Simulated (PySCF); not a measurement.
GeH₅, SMILES [GeH5-], charge -1. Atoms are numbered in the order given.

```xyz
6

Ge     0.0000     0.0000     0.0000
H      0.0000     0.0000     1.7315
H      0.0000     0.0000    -1.7315
H      1.5860     0.0000     0.0000
H     -0.7930     1.3735     0.0000
H     -0.7930    -1.3735     0.0000
```
Charge -1, spin multiplicity 1.

The structure is a stationary point at B3LYP-D3(BJ)/def2-TZVPD.

Computed with B3LYP-D3(BJ)/def2-TZVPD (PySCF).

Frequencies are harmonic and unscaled.

Modes within 1.5 cm⁻¹ of each other (mostly degenerate sets) share a row, with their intensities summed.

```tsv
mode	ν (cm⁻¹)	IR (km/mol)	moving atoms (share of kinetic energy)
1–2	513	8.8	H 100 %
3	801	1563.1	H 94 %
4–5	883	831.5	H 95 %
6–7	1098	0.0	H 100 %
8	1126	0.0	H 100 %
9	1284	1327.7	H 100 %
10–11	1852	1040.2	H 98 %
12	1857	0.0	H 100 %
```
